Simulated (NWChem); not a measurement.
CrNHSClF; SMILES [NH]=[Cr]([F])(=[S])[Cl]

Program: NWChem. Coordinates come from a B3LYP/6-31G* (spherical d) optimisation.

Task: Predict the results for TPSS/STO-3G. Quantities: highest occupied level (eV); orbital gap (eV); dipole (D).

Result: 
* **highest occupied level (eV)**: -3.57
* **orbital gap (eV)**: 2.65
* **dipole (D)**: 2.56
